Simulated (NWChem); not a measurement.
System: HSeOBr; SMILES O[Se]Br

NWChem input:

```
start job
memory heap 200 mb stack 900 mb global 1100 mb
geometry units angstroms noautoz
  Se     0.374112     0.942098    -0.015884
  Br    -0.017489    -1.393005     0.009014
  O     -1.290551     1.649318     0.096979
  H     -1.633375     1.675561    -0.821526
end
basis spherical
  Se library sto-3g
  Br library sto-3g
  O library sto-3g
  H library sto-3g
end
dft
  xc pbe0
  iterations 150
  mulliken
end
task dft energy
```

Coordinates come from a PBE-D3(BJ)/def2-SVP optimisation.

Give the results of this calculation. (PBE0/STO-3G.) Quantities: basis functions; energy (Ha); highest occupied level (eV); orbital gap (eV); dipole (D).


```yaml
number_of_basis_functions: 42
energy (Ha): -4995.13
highest occupied level (eV): -4.08
orbital gap (eV): 5.25
dipole (D): 1.87
```
